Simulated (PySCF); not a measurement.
# Dipole response of Al²⁺ (aluminium, charge +2)

[Ne] 3s1, 2S determinant. Calculation: PySCF 2.14, in x2c-TZVPPall with one added diffuse shell each of s, p, d type (6s6p4d1f, 51 functions); the spin-free X2C one-electron Hamiltonian (Gaussian nucleus). Coupled (time-dependent) response in atomic units; α is the mean over directions.

| method | mean α (bohr³) | C₆ (like pair) | S(−4) |
| --- | --- | --- | --- |
| UHF | 15.33 | 43.73 | 264.3 |
| PBE | 13.66 | 36.90 | 211.5 |
| PBE0 | 14.18 | 38.94 | 227.3 |
| M06 | 15.88 | 44.81 | 300.5 |
| TPSS | 14.77 | 41.48 | 245.4 |

S(−4) is the Cauchy moment in α(ω) = α(0) + S(−4) ω² + …

α(iu) at UHF:

| u (hartree) | α(iu) (bohr³) |
| --- | --- |
| 0 | 15.33 |
| 0.0500 | 14.70 |
| 0.100 | 13.08 |
| 0.200 | 9.126 |
| 0.300 | 6.123 |
| 0.500 | 3.085 |
| 0.750 | 1.669 |
| 1.00 | 1.086 |
| 1.50 | 0.6235 |
| 2.00 | 0.4397 |
| 3.00 | 0.2801 |
| 5.00 | 0.1565 |

A single London oscillator, α(iu) = α/(1 + u²/ω²), gives C₆ = (3/4) ω α². Matching the computed C₆ needs ω = 4 × 43.73 / (3 × 15.33²) = 0.248 hartree.

For an ion, C₆ is the dispersion term alone; charge-induced terms of lower order in 1/R come first.
